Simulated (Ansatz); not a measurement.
Reaction (formal hydrolysis of a C–Si bond): `B[AsH]C[SiH3]` + H₂O → `B[AsH]CO` + SiH₄

Computed with Ansatz on PBE0-D4/def2-TZVP structures; ΔE is electronic, products minus reactants. CCSD(T)/CBS adds triple-zeta CCSD(T) − MP2 to the extrapolated MP2 energy (def2 sets, frozen cores). This one scheme is used for every species. Functionals use def2-TZVPP. B3LYP here is the variant with VWN-RPA as its local correlation; programs differ in this. For As outer-core shells are correlated without core-valence functions, which leaves a few kJ/mol of doubt a bond. Scalar relativity is left out up to krypton. One conformer a species, not always the lowest.

```csv
level,ΔE (kcal/mol)
B3LYP,20.4
MP2/def2-QZVPP,27.6
```

**Question.** What does CCSD(T)/CBS give? (An estimate is asked.)

**Answer.** The calculation gave: +25.9 kcal/mol. The listed levels differ from it by -5.5, 1.7 kcal/mol.

Largest T1 diagnostic among the species: 0.014.

From PBE to PBE0 (25 % exact exchange), in def2-TZVPP and without D4, ΔE moves by +1.0 kcal/mol. In def2-TZVPP, CCSD(T) changes the Hartree–Fock value by +5.0 kcal/mol (the triples alone add +0.6 kcal/mol) and MP2 by +7.3 kcal/mol.
